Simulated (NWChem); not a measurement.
# ZnOH, doublet; SMILES [Zn][OH]

Program: NWChem. Spin-unrestricted. Medium grid unless said otherwise, to which SCAN and Minnesota functionals are sensitive. In the optimisation the excess spin sits in a' (Cs, its own frame). Structure relaxed at the PBE0/def2-SVP, spin-unrestricted level. The spin multiplicity was typed, not searched, and may not be the lowest. No stability test was run on the SCF state. B3LYP is NWChem's, with the RPA form of VWN correlation.

Order these by “dipole (D)”, lowest first: MN15/def2-SVP; B3LYP/def2-SVP; B3PW91/def2-SVP.

B3LYP/def2-SVP (2.11), B3PW91/def2-SVP (2.21), MN15/def2-SVP (2.28)
